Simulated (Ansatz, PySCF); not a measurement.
System: sum formula H3SiO3, charge 0, multiplicity 2. It need not be the lowest isomer of its formula. SMILES: O[Si](O)O
Geometry from a B3LYP-D3(BJ)/def2-TZVP (Ansatz, a quantum-chemistry and plane-wave program) optimisation:
```xyz
7

Si     0.2956     0.1430    -0.1661
O     -0.1234    -1.2927    -0.8566
O     -0.9908     1.1652    -0.2838
O      0.5966    -0.1230     1.4314
H     -0.3795    -1.2841    -1.7836
H     -0.9111     2.0318     0.1254
H      1.2937    -0.7462     1.6564
```
Charge 0, spin multiplicity 2.

Wanted: atomisation energy (electronic, to ground-state atoms), in kJ/mol. Valence correlation only, unless marked. Open shells are spin-unrestricted. Spin-orbit coupling is left out. Non-relativistic. The coupled-cluster limit lacks core correlation, which all-electron functionals hold. Basis-set limits of correlation are two-point, X^-3; Hartree-Fock from the larger set. [CCSD(T)-MP2]/basis is that difference in the basis named.

```csv
level,program,atomisation energy (kJ/mol),minus last row
HF-D4/def2-TZVPD,PySCF + dftd4,1895.6,-846.8
SVWN5/def2-TZVPD,Ansatz,3172.6,430.2
B97M-V/def2-TZVPD,Ansatz,2704.3,-38.1
PBE0-D4/def2-TZVPD,Ansatz + dftd4,2677.3,-65.1
PBE0/def2-QZVPP,Ansatz,2682.4,-60.0
r2SCANh/def2-TZVPD,Ansatz,2695.3,-47.1
r2SCAN0/def2-TZVPD,Ansatz,2647.4,-95.0
M06-2X/def2-TZVPD,PySCF,2744.5,2.1
HSE06/def2-TZVPD,Ansatz,2671.5,-70.9
LC-wPBE-D3(BJ)/def2-TZVPD,Ansatz + dftd3,2709.8,-32.6
LC-wPBE/def2-TZVPD,Ansatz,2699.7,-42.7
MP2/aug-cc-pV(D+d)Z,Ansatz,2604.1,-138.3
MP2/cc-pV(D+d)Z,Ansatz,2482.3,-260.1
MP2/aug-cc-pV(T+d)Z,Ansatz,2769.2,26.8
RI-MP2/aug-cc-pV(T+d)Z,Ansatz,2768.7,26.3
SCS-MP2/cc-pV(T+d)Z,Ansatz,2694.0,-48.4
CCSD/6-31G,Ansatz,1941.6,-800.8
CCSD/6-31G*,Ansatz,2333.2,-409.2
CCSD(T)/cc-pV(D+d)Z,Ansatz,2387.7,-354.7
"RI-MP2/CBS(aug-cc-pV(T+d)Z,aug-cc-pV(Q+d)Z)+[CCSD(T)-MP2]/aug-cc-pV(D+d)Z",Ansatz,2738.2,-4.2
"RI-MP2/CBS(aug-cc-pV(T+d)Z,aug-cc-pV(Q+d)Z)+[CCSD(T)-MP2]/aug-cc-pV(T+d)Z",Ansatz,2742.4,0.0
```
